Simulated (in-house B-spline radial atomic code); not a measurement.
Configurations of As II (As+), with energies counted from [Ar] 3d10 4s2 4p2. Computed with a radial B-spline atomic code at the basis-set limit: scalar-relativistic (X2C) B97-1, spin-polarised, spherical fractional occupations, exact exchange averaged over the configuration, Fermi nucleus of rms radius 4.0968 fm. Shells without spins written out take the highest spin.

Occupations are held fixed; configurations that lie above the ionisation limit could autoionise.

```
                configuration  E - E(ref) (eV)  highest orbital  its <r> (bohr)
        [Ar] 3d10 4s1 4p2 4f1           23.701            4f up           8.539
[Ne] 3s2 3p5 3d10 4s2 4p2 5s1           147.66            5s up           4.642
[Ne] 3s2 3p5 3d10 4s2 4p2 5d1           152.43            5d up           8.331
```

(1) Order these further configurations by energy, lowest first.
A. [Ar] 3d10 4s1 4p3
B. [Ne] 3s2 3p5 3d10 4s2 4p3
C. [Ar] 3d9 4s2 4p2 5d1
D. [Ar] 3d9 4s2 4p2 4d1

Answers

(1) A (7.537 eV), D (52.991 eV), C (56.658 eV), B (135.77 eV).
